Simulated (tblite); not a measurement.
Start geometry of `C(#CC=O)C1[N]C=CN=1` [radical] from a force field or distance geometry (Å):
```
atom  x, y, z in Å
O1     4.0946    1.5469    0.6404
C2     3.5969    0.4228    0.2908
C3     2.1712    0.2204    0.2455
C4     0.9686    0.0588    0.1931
C5    -0.4543   -0.1356    0.1467
N6    -1.2830    0.8164   -0.1600
C7    -2.6193    0.3389   -0.1445
C8    -2.5770   -0.9563    0.1854
N9    -1.2155   -1.3135    0.3717
H10    4.2910   -0.3783    0.0652
H11   -3.4914    0.9448   -0.3587
H12   -3.4806   -1.5660    0.2631
```

Task: What comes out of this run: GFN2-xTB geometry optimisation, gas phase in tblite 0.8.0?

Result: 
```
atom  x, y, z in Å
O1     4.1153    1.3898    0.6636
C2     3.4910    0.4176    0.3343
C3     2.0765    0.2867    0.2855
C4     0.8715    0.1392    0.1855
C5    -0.4964   -0.0344    0.1155
N6    -1.3756    0.9551   -0.2153
C7    -2.5594    0.3932   -0.1674
C8    -2.3945   -0.9889    0.1992
N9    -1.1163   -1.2239    0.3754
H10    3.9913   -0.5219    0.0145
H11   -3.4604    0.9339   -0.3809
H12   -3.1416   -1.7472    0.3289
```

The energy falls by 22.0 kcal/mol over 51 L-BFGS steps, the largest force on an atom goes from 4.76 to 0.009 eV/Å, and the atoms move by 0.191 Å rms after alignment. Among the bonds, N6–C7 and C8–N9 change most and about equally (-0.108 Å). Bonds longer at the end by more than 0.005 Å: 3 of 12; shorter: 8. Among the angles that change most is C3–C2–H10, from 121.6° to 111.1°. Rotational constants go from 8456, 658.8, 615.2 to 8248, 693.1, 643.3 MHz. The orientation of the end geometry is arbitrary; only internal coordinates are fixed.

On one thread, Arm Neoverse V2 (aarch64), on a shared host, this took 0.25 s.

Its GFN2-xTB frequencies are all real (lowest 45 cm⁻¹). 2 starts were optimised and ended at 0.00 and 0.21 kcal/mol (GFN2-xTB); the lowest of these is shown.

All values are computed, not measured.
